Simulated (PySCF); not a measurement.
**From computed data to an observable: oscillator strength and radiative lifetime**

Cd(Et) (C2H5Cd), SMILES C[CH2][Cd+], charge +1.

Geometry optimised at B3LYP-D3(BJ)/def2-TZVP. The multiplicity is an assumed one; other spin states were not compared. The isomer is the one that the SMILES or the coordinates give; other isomers of the formula were not compared. The def2 effective core potentials stand for the cores of Cd; spin–orbit coupling is left out.

PySCF 2.14.0 with TDDFT-PBE/def2-SVPD puts the first singlet state with f over 0.02 at 4.33 eV (vertical), with the transition dipole (0.348, -2.125, 0.000) in atomic units.

Problem. Find the oscillator strength, the wavelength and the radiative lifetime that this transition would have in vacuum if emission retraced absorption.

Solution. 
|μ|² = 4.6367 au, so |μ| = 5.47 D. ΔE = 4.33/27.211 = 0.1591 hartree. f = (2/3) ΔE |μ|² = 0.492 (the program prints 0.492).
λ = 1239.84/4.33 = 286 nm; ν = 34924 cm⁻¹.
Einstein's coefficient A = 0.6670 ν² f s⁻¹ (ν in cm⁻¹) = 4.0e8 s⁻¹, so τ = 1/A = 2.5 ns. This state is S1. The figure is the radiative limit of this one transition; relaxation, internal conversion, crossing to triplets and a medium change what is measured.
